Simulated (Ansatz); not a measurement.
Z-matrix (Å, degrees):
```
Si
Si 1 2.314
F 1 1.607 2 112.9
H 1 1.487 2 107.9 3 118.8
H 1 1.485 2 111.4 3 -120.7
Si 2 2.259 1 115.8 3 -141.1
C 2 1.910 1 116.2 3 -81.6
H 2 1.484 1 119.1 3 64.1
H 6 1.481 2 121.1 1 2.4
H 6 1.481 2 121.6 1 -154.1
H 7 1.087 2 117.2 1 10.0
H 7 1.088 2 115.5 1 144.6
```

The species carries charge 0 and has multiplicity 1.

(1) List the PBE0/def2-TZVPP orbital energies in eV (Ansatz 0.2.0). (An estimate is asked.)

Results:

(1) Ansatz gave: Occupied: -1803.59, -1802.69, -1802.56, -673.71, -278.19, -145.81, -145.05, -144.94, -100.52, -100.45, -100.44, -99.71, -99.69, -99.69, -99.60, -99.58, -99.57, -33.05, -19.99, -15.92, -14.84, -13.71, -12.70, -12.62, -12.39, -11.96, -11.00, -9.96, -9.72, -8.80, -7.92, -6.84. Lowest empty: -0.99, -0.29, -0.03, 0.35, 0.94, 1.25, 1.57, 1.84.
